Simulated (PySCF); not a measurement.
C₃H₄F₂O.

```xyz
10

O      1.8282    -0.6106     0.3351
C      0.5935    -0.7829    -0.2642
C     -0.6702    -1.0073     0.6008
C     -0.4498     0.2631    -0.1300
F     -1.2323     0.6072    -1.1655
F     -0.1042     1.3650     0.5808
H      1.8880     0.3044     0.6455
H      0.6326    -1.3312    -1.2128
H     -1.4351    -1.6918     0.2248
H     -0.5237    -0.9834     1.6843
```
Charge 0, spin multiplicity 1.

Geometry: B3LYP-D3(BJ)/def2-SVP. The values are those of a single conformer.

These are HF/pcSseg-1 run with PySCF values and carry that method's errors. Non-relativistic, no solvent.

Problem. Give the absolute GIAO shielding of each atom: isotropic value and principal components (ppm). (An estimate is asked for; the answer gives what the named calculation found.)

Solution. 
| atom | σ(iso) | σ11 | σ22 | σ33 | span |
|---|---|---|---|---|---|
| O1 | 335.0 | 304.6 | 313.9 | 386.6 | 82.0 |
| C2 | 146.7 | 110.7 | 126.9 | 202.5 | 91.9 |
| C3 | 172.5 | 151.8 | 160.2 | 205.6 | 53.8 |
| C4 | 90.2 | 58.9 | 83.5 | 128.1 | 69.2 |
| F5 | 363.2 | 241.6 | 384.2 | 463.9 | 222.3 |
| F6 | 380.9 | 262.8 | 391.6 | 488.2 | 225.4 |
| H7 | 29.9 | 18.5 | 28.7 | 42.3 | 23.9 |
| H8 | 28.2 | 22.4 | 27.2 | 34.9 | 12.6 |
| H9 | 30.2 | 25.4 | 26.6 | 38.8 | 13.5 |
| H10 | 30.4 | 25.4 | 28.0 | 37.7 | 12.3 |
